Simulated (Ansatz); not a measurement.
Cost and result up the ladder for PAsAsAs tetrahedron (As₃P) (4 atoms). The state is a singlet with charge 0. Geometry: r2SCAN-D4/def2-SVP.

Cartesian coordinates in Å:
```
P -0.745 1.098 0.451
As 1.416 0.414 -0.118
As -0.531 -0.416 -1.318
As -0.140 -1.096 0.986
```

Ansatz on 4 threads of Arm Neoverse V2 on a shared host. Times are rough, and most runs start from the orbitals of an earlier one. CAM-B3LYP-D4/def2-TZVP serves as the yardstick here, not as an exact answer. Differences are given only for rows in sets of like size (and for xTB, whose basis is part of the method), since another set adds its own error. Binding counts from free atoms at the same level (P quartet, As quartet; other spins of the atoms weren't run), without zero-point energy or a counterpoise term.

LC-ωPBE has ω = 0.4 bohr⁻¹. HSE06 is defined as in plane-wave codes, on full-range PBE exchange. Correlated methods freeze 32 core orbitals; core or outer-core shells of As are correlated, in sets that lack core-valence functions.

Correlated methods converge slowly with the basis.

```
                         level  functions  wall time  binding energy per atom (eV)  difference from CAM-B3LYP-D4/def2-TZVP (eV)
               PBE-D4/def2-SVP        114      1.1 s                          2.95                                            –
         LDA (SPW92)/def2-TZVP        181      1.1 s                          3.62                                         0.98
              PBE-D4/def2-TZVP        181      1.9 s                          3.02                                         0.39
              PBE0-D4/def2-SVP        114      1.9 s                          2.71                                            –
             LC-ωPBE/def2-TZVP        181      2.9 s                          2.49                                        -0.14
             RPA@PBE/def2-TZVP        181      3.9 s                          2.54                                        -0.09
             PBE0-D4/def2-TZVP        181      3.9 s                          2.80                                         0.17
            HSE06-D4/def2-TZVP        181      4.2 s                          2.80                                         0.17
        CAM-B3LYP-D4/def2-TZVP        181      4.3 s                          2.63                                         0.00
           r2SCAN-D4/def2-TZVP        181        5 s                          2.81                                         0.17
            PBE-QIDH/def2-TZVP        181      6.5 s                          2.70                                         0.06
          r2SCANh-D4/def2-TZVP        181        7 s                          2.74                                         0.11
B2PLYP/def2-TZVP (with forces)        181       14 s                          2.70                                         0.06
             CCSD(T)/def2-TZVP        181       25 s                          2.51                                        -0.12
```
